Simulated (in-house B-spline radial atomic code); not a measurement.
Response of neutral xenon as one setting changes: the share of exact exchange in a PBE hybrid. A dash marks a strongly mixed or unbound state. Computed with an all-electron radial atomic-structure program (B-spline basis): linear response of the closed shell [Kr] 4d10 5s2 5p6 with the functional's adiabatic kernel; scalar-relativistic (spin-free one-electron X2C), finite nucleus, no spin-orbit coupling, no double excitations, S, P, D and F terms only; shells from n = 3 respond. Only terms of natural parity with L up to 3 were computed.

| share of exact exchange in a PBE hybrid | lowest 1P (eV) | lowest 3P, Tamm-Dancoff (eV) | minus highest occupied level (eV) | α (bohr³) |
| --- | --- | --- | --- | --- |
| 0 | 5p → 6s 7.753 | 5p → 6s 7.603 | 8.236 | 28.95 |
| 0.1 | 5p → 6s 7.978 | 5p → 6s 7.815 | 8.749 | 28.49 |
| 0.2 | 5p → 6s 8.200 | 5p → 6s 8.024 | 9.264 | 28.05 |
| 0.3 | 5p → 6s 8.419 | 5p → 6s 8.230 | 9.782 | 27.64 |
| 0.4 | 5p → 6s 8.636 | 5p → 6s 8.433 | 10.301 | 27.25 |
| 0.5 | ? | ? | ? | ? |
| 0.6 | 5p → 6s 9.063 | 5p → 6s 8.829 | 11.347 | 26.54 |
| 0.7 | 5p → 6s 9.273 | 5p → 6s 9.022 | 11.873 | 26.21 |
| 0.8 | 5p → 6s 9.482 | 5p → 6s 9.211 | 12.400 | 25.89 |
| 0.9 | ? | ? | ? | ? |
| 1 | 5p → 6s 9.892 | 5p → 6s 9.578 | 13.459 | 25.31 |

**Question.** What belongs in the row for 0.5?

**Answer.** lowest 1P (eV): 5p → 6s 8.850; lowest 3P, Tamm-Dancoff (eV): 5p → 6s 8.632; minus highest occupied level (eV): 10.823; α (bohr³): 26.88.

**Question.** What belongs in the row for 0.9?

**Answer.** lowest 1P (eV): 5p → 6s 9.688; lowest 3P, Tamm-Dancoff (eV): 5p → 6s 9.397; minus highest occupied level (eV): 12.929; α (bohr³): 25.59.
